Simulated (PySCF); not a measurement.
# Functional dependence of a UV spectrum

Species: C3H9NSi.
Bonds: C1–C2 (double), C2–C3, C3–Si4, Si4–N5. Hydrogens: H6, H7 on C1; H8 on C2; H9, H10 on C3; H11, H12 on Si4; H13, H14 on N5.

Linear-response calculations in the def2-SVPD basis (PySCF; singlets by full response, triplets Tamm–Dancoff, core orbitals frozen in the response; HF means time-dependent Hartree–Fock). 'Strongest' is the level of largest summed f among the singlets computed (10 roots, of which the last may lack a degenerate partner); it can jump between rows when another state enters that window. S1 is the lowest singlet of each run and needn't be the same state throughout; f(S1) is that of one state. The structure is a single PBE0-D3(BJ)/def2-SVP conformer in the gas phase; no vibrational or solvent corrections.

| functional | kind | S1 (eV) | f(S1) | strongest (eV) | T1 (eV) | HOMO (eV) | gap (eV) | ionisation energy, ΔSCF (eV) |
| --- | --- | --- | --- | --- | --- | --- | --- | --- |
| LDA | LDA | 4.99 | 0.022 | 6.46 | 4.36 | -5.94 | 4.77 | 8.67 |
| B3LYP | global hybrid, 20% exact exchange | 5.85 | 0.063 | 6.53 | 4.22 | -6.77 | 6.53 | 8.81 |
| PBE0 | global hybrid, 25% exact exchange | 6.03 | 0.077 | 6.69 | 4.14 | -6.97 | 6.97 | 8.82 |
| BHandHLYP | global hybrid, 50% exact exchange | 6.54 | 0.139 | 7.00 | 4.10 | -7.97 | 8.82 | 8.95 |
| CAM-B3LYP | range-separated hybrid | 6.31 | 0.076 | 6.77 | 4.19 | -8.29 | 9.25 | 9.07 |
| wB97X-D | range-separated hybrid | 6.43 | 0.114 | 6.87 | 4.32 | -8.81 | 10.56 | 9.01 |
| LC-wPBE | range-separated hybrid | 6.81 | 0.196 | 7.12 | 4.07 | -9.63 | 11.72 | 9.23 |
| HF | Hartree–Fock | 7.07 | 0.474 | 7.07 | 3.63 | -9.42 | 12.00 | not settled |

Problem. What does PBE (GGA) give?

Solution. S1 (eV) 5.09, f(S1) 0.023, strongest (eV) 6.67, T1 (eV) 4.20, HOMO (eV) -5.81, gap (eV) 4.86, ionisation energy, ΔSCF (eV) 8.50. S1 runs from 4.99 eV (LDA) to 7.07 eV (HF), a spread of 2.09 eV, while the orbital gap spreads over 7.2 eV. Along PBE (0%), B3LYP (20%), PBE0 (25%), BHandHLYP (50%), HF (100%) S1 rises with the share of exact exchange. −ε(HOMO) comes closest to its own ΔSCF ionisation energy with wB97X-D (-0.20 eV) and misses most with LDA (-2.73 eV). 'Not settled' means that the ion's SCF failed to converge or may have ended in another state than the lowest.
